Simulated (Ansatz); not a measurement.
Abridged output of a molecular run in Ansatz:

```
Functional definition: HF
663 factors; integrals over basis functions are off by at most 1.2e-3 eV
mean field evaluation 1: about -33894.1349 eV, gradient 1.9e1 eV
mean field evaluation 2: about -33894.1374 eV, gradient 1.9e1 eV
mean field evaluation 4: about -33896.0701 eV, gradient 1.8e0 eV
mean field evaluation 8: about -33896.1144 eV, gradient 8.4e-2 eV
mean field evaluation 32: about -33895.9926 eV, gradient 4.2e-1 eV
mean field -33896.11454650 eV, -1245.6592339722 hartree, gradient 1.9e-6 eV, S^2 0.757720; 4 other end points of the search recorded, 0 dependent functions left out
16 core orbitals not correlated: weight in the atoms' cores, before any rotation towards them, 1.000 or more for the frozen orbitals, at most 0.000 for the correlated occupied ones
reference -33896.11454650 eV, -1245.6592339722 hartree; 13, 12 occupied and 44, 45 virtual orbitals, 663 factors
second order -13.81577655 eV of doubles, -0.00000000 eV of singles
cycle   1  -14.45922182 eV  change   -6.4e-1 eV  update   8.4e-2
cycle   2  -14.77547469 eV  change   -3.2e-1 eV  update   2.5e-2
cycle   3  -14.85707070 eV  change   -8.2e-2 eV  update   1.3e-2
cycle   4  -14.85672522 eV  change    3.5e-4 eV  update   3.7e-3
cycle   5  -14.85488397 eV  change    1.8e-3 eV  update   1.9e-3
cycle   6  -14.85491665 eV  change   -3.3e-5 eV  update   9.1e-4
cycle   7  -14.85497595 eV  change   -5.9e-5 eV  update   4.3e-4
cycle   8  -14.85504034 eV  change   -6.4e-5 eV  update   2.8e-4
cycle   9  -14.85512065 eV  change   -8.0e-5 eV  update   2.0e-4
cycle  10  -14.85505473 eV  change    6.6e-5 eV  update   1.6e-4
cycle  11  -14.85506564 eV  change   -1.1e-5 eV  update   1.3e-4
cycle  12  -14.85508359 eV  change   -1.8e-5 eV  update   1.2e-4
cycle  13  -14.85511525 eV  change   -3.2e-5 eV  update   1.2e-4
cycle  14  -14.85511414 eV  change    1.1e-6 eV  update   1.1e-4
cycle  15  -14.85509374 eV  change    2.0e-5 eV  update   9.7e-5
cycle  16  -14.85505542 eV  change    3.8e-5 eV  update   5.7e-5
cycle  17  -14.85507206 eV  change   -1.7e-5 eV  update   2.4e-5
perturbative correction -0.30061330 eV, -0.0110473350 hartree
Total energy: -33911.27023186 eV, -1246.2161951363 hartree
Checks for a lower state left out: cluster_reference
```

Its atoms:

```xyz
5

F    -1.184    1.104   -0.319
Si   -0.101   -0.035   -0.097
S    -0.100   -0.775    1.869
Cl    1.749    0.778   -0.346
H    -0.363   -1.073   -1.108
```

Problem. Which basis set was used?
A. def2-QZVPP
B. cc-pV(T+d)Z
C. def2-SVP
D. def2-SVPD

Solution. C. It gives 73 functions.

Problem. Write the keys of the input that set method, charge and spin (a neutral closed shell needs none for the last two).

Solution. 
```yaml
magnetization: {spin_polarized: true, initial_magnetization: 1}
correlation: {method: ccsd_t}
scf: {omitted_lower_state_checks: [cluster_reference]}
```
